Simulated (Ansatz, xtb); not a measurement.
## Two isomers of CuFH4Si2

Structure X is `F[Si@H]([SiH3])[Cu]`, a singlet and structure Y is `F[SiH2][SiH2][Cu]`, a singlet. Both are isolated molecules in the gas phase, relaxed with PBE0-D3(BJ)/def2-SVP; the shapes shown needn't be the lowest conformers.

X (Å):

```tsv
atom	x (Å)	y (Å)	z (Å)
Cu	2.1134	1.2424	-0.8835
F	2.1693	-2.0010	-0.6227
Si	1.3521	-0.6882	-0.0564
Si	-0.8985	-0.9182	-0.6722
H	1.4244	-0.7786	1.4407
H	-1.6282	0.2685	-0.1157
H	-1.0395	-0.8795	-2.1619
H	-1.5665	-2.1610	-0.1701
```

Y (Å):

```json
{"atom": "Cu", "x (Å)": "-1.6125", "y (Å)": "2.4653", "z (Å)": "-2.3811"}
{"atom": "F", "x (Å)": "0.0961", "y (Å)": "1.2223", "z (Å)": "0.6773"}
{"atom": "Si", "x (Å)": "0.3212", "y (Å)": "0.0753", "z (Å)": "-0.4724"}
{"atom": "Si", "x (Å)": "-1.3766", "y (Å)": "0.2705", "z (Å)": "-2.0630"}
{"atom": "H", "x (Å)": "1.6495", "y (Å)": "0.3458", "z (Å)": "-1.1070"}
{"atom": "H", "x (Å)": "0.4007", "y (Å)": "-1.2346", "z (Å)": "0.2455"}
{"atom": "H", "x (Å)": "-0.9171", "y (Å)": "-0.4924", "z (Å)": "-3.2731"}
{"atom": "H", "x (Å)": "-2.6116", "y (Å)": "-0.4144", "z (Å)": "-1.5542"}
```

Q: Which of the two would you expect CCSD(T)/def2-SVP + ΔMP2/def2-TZVPP electronic energies to favour?

A: Structure Y; the calculation gives E(Y) − E(X) = −0.137 eV.

How the difference moves with the method:

```
                             level              geometry  E(Y) − E(X) (eV)  departure from the last row (eV)  job, with rough time for the two
              PBE0-D3(BJ)/def2-SVP  PBE0-D3(BJ)/def2-SVP              −0.139                            −0.002             optimisation, 7.4 min
                       HF/def2-SVP  PBE0-D3(BJ)/def2-SVP              −0.210                            −0.074           part of the CCSD(T) run
                      MP2/def2-SVP  PBE0-D3(BJ)/def2-SVP              −0.205                            −0.068           part of the CCSD(T) run
                  CCSD(T)/def2-SVP  PBE0-D3(BJ)/def2-SVP              −0.170                            −0.033                      single point
CCSD(T)/def2-SVP + ΔMP2/def2-TZVPP  PBE0-D3(BJ)/def2-SVP              −0.137                                               single point, 2.4 min
```

As drawn, both hold the same kinds of bond in the same numbers.

The levels shown agree on the order. The largest departure from CCSD(T)/def2-SVP + ΔMP2/def2-TZVPP is that of HF/def2-SVP, 0.074 eV. Levels run at GFN2-xTB geometries aren't shown. The last row adds to CCSD(T) the change of the MP2 difference between the two basis sets, here +0.033 eV.

With harmonic frequencies from PBE0-D3(BJ)/def2-SVP (ideal gas, rigid rotor, one conformer each, 298.15 K, 1 atm): on the last row, ΔE + ΔZPE = −0.129 eV. A mode under 50 cm⁻¹ makes harmonic enthalpies and free energies unreliable, so none is given.

The T1 diagnostic of structures X and Y is large, so the coupled-cluster value is less sure. The correlated steps freeze 16 core orbitals; the last core shell of Cu is correlated, in a basis made for valence electrons. Codes used: Ansatz 0.2.0; the last row on 1 thread of AMD EPYC (Zen 3) on a shared host.
